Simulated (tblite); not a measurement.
Compound: C₆H₁₄OSi.
Structure used (GFN2-xTB), in Å, numbered top down from 1:
```xyz
22
C6H14OSi angstrom
C      1.9041    1.2143   -1.2586
C      1.7202   -0.0292   -0.3975
C      0.2402   -0.3200   -0.1191
C      0.0702   -1.6570    0.6121
C     -1.3961   -2.0445    0.7561
C     -0.3263    0.7968    0.7462
O      0.1187    1.0182    1.8504
Si    -1.7767    1.8410    0.0379
H      2.9579    1.3705   -1.4778
H      1.5270    2.0964   -0.7452
H      1.3694    1.1097   -2.2008
H      2.1653   -0.8907   -0.9016
H      2.2331    0.1060    0.5569
H     -0.3075   -0.3543   -1.0674
H      0.5998   -2.4366    0.0590
H      0.5266   -1.5736    1.6004
H     -1.4859   -3.0193    1.2298
H     -1.9268   -1.3175    1.3671
H     -1.8774   -2.0912   -0.2190
H     -2.9267    0.9452   -0.0943
H     -2.0482    2.9428    0.9519
H     -1.3712    2.3124   -1.2873
```

Computed with GFN2-xTB (tblite): harmonic, unscaled wavenumbers at the GFN2-xTB geometry, gas phase. Errors from tens to a few hundred cm⁻¹ against measured bands are possible. Modes of hydrogen on silicon can be 10 to 20 % off. One conformer, not necessarily the lowest.

Harmonic wavenumbers (cm⁻¹): 41.7, 64.3, 74.7, 86.3, 150.3, 171.3, 193.0, 237.8, 253.8, 294.8, 366.3, 378.7, 442.0, 451.1, 535.3, 646.6, 706.3, 764.2, 765.0, 780.4, 810.1, 864.7, 898.2, 973.4, 1011.2, 1043.3, 1073.0, 1099.7, 1112.9, 1120.8, 1158.1, 1239.2, 1248.3, 1273.6, 1322.1, 1342.1, 1343.1, 1415.0, 1416.7, 1481.0, 1488.0, 1502.6, 1502.7, 1503.9, 1504.7, 1720.9, 2264.5, 2268.0, 2328.5, 2923.4, 2960.6, 2965.2, 2986.4, 2991.4, 3025.1, 3026.1, 3030.9, 3032.8, 3038.4, 3039.1.

A = 1552, B = 1464, C = 969.5 MHz; mass 130.081 u (most abundant isotopes); point group C1, symmetry number 1.

**Question.** What is the zero-point energy?

**Answer.** ½Σν̃ = 39877 cm⁻¹ = 114.01 kcal/mol.

**Question.** Give the ideal-gas entropy at 298.15 K and 1 bar in the rigid-rotor, harmonic-oscillator model (classical rotation).

**Answer.** Translation 40.53, rotation 29.37, vibration 36.58: S = 106.5 cal/(mol K).

**Question.** And Cp and H(298.15 K) − H(0)?

**Answer.** Cp = 43.26 cal/(mol K), of which vibrations give 35.31 (their classical limit is 60 R = 119.2); H(298.15 K) − H(0) = 7.95 kcal/mol without the zero-point energy, 5.58 from vibrations.

**Question.** How do the functions run with temperature in this model?

**Answer.** 
```
T (K)  S (cal/(mol K))  Cp (cal/(mol K))  H − H(0) (kcal/mol)  G − H(0) (kcal/mol)  ln q(vib)
  100             72.9              21.9                 1.48                -5.81       2.42
  200             91.5              32.7                 4.22               -14.07       5.83
  300            106.7              43.5                 8.03               -24.00       9.05
  500            133.9              63.7                18.82               -48.11      15.18
  800            168.8              84.8                41.35               -93.67      23.80
 1000            188.8              94.2                59.29              -129.47      29.14
```

q(vib) and H(0) count from the zero-point level.

**Question.** Which modes carry the vibrational entropy at 298.15 K?

**Answer.** 41.7 cm⁻¹: 5.18; 64.3 cm⁻¹: 4.32; 74.7 cm⁻¹: 4.03; 86.3 cm⁻¹: 3.74; 150.3 cm⁻¹: 2.67; 171.3 cm⁻¹: 2.42 cal/(mol K); the other 54 give 14.22 together.

Hindered rotation and anharmonicity are outside this model. Other conformers, if any are populated, would add a mixing term that is left out.
